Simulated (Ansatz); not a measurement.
A series at W: from `[O]=[W]([Cl])([Cl])([Cl])[Cl]`, ligands are replaced one by one, each step taking up H–F and setting free HCl; n counts the steps. Ansatz, PBE0-D4/def2-TZVP geometries.

```json
{"n": "0", "molecule": "`[O]=[W]([Cl])([Cl])([Cl])[Cl]`", "HOMO energy, ωB97M-V/def2-TZVPP (eV)": "-11.14"}
{"n": "1", "molecule": "`[O]=[W]([F])([Cl])([Cl])[Cl]`", "HOMO energy, ωB97M-V/def2-TZVPP (eV)": "-11.48"}
{"n": "2", "molecule": "`[O]=[W]([F])([F])([Cl])[Cl]`", "HOMO energy, ωB97M-V/def2-TZVPP (eV)": "-11.79"}
{"n": "3", "molecule": "`[O]=[W]([F])([F])([F])[Cl]`", "HOMO energy, ωB97M-V/def2-TZVPP (eV)": "?"}
{"n": "4", "molecule": "`[O]=[W]([F])([F])([F])[F]`", "HOMO energy, ωB97M-V/def2-TZVPP (eV)": "-14.06"}
```

Q: By hand: fit a straight line y = ȳ + b (n − n̄) to the 4 given rows and predict n = 3.

A: n̄ = 1.750, ȳ = -12.117; Σ(n − n̄)(y − ȳ) = -6.477, Σ(n − n̄)² = 8.750, so b = -0.740 eV a step. Prediction: -12.117 + (-0.740) × (1.250) = -13.04 eV.

Q: By hand: compare with the computed value, -12.50 eV, and give the steps along the whole series.

A: The line misses by 0.54 eV (computed minus predicted). Steps: -0.34, -0.31, -0.71, -1.56 eV.

The steps differ by up to 1.25 eV without a steady trend. The highest orbital can change its character along such a series. The miss is 18.5 % of the series' range.
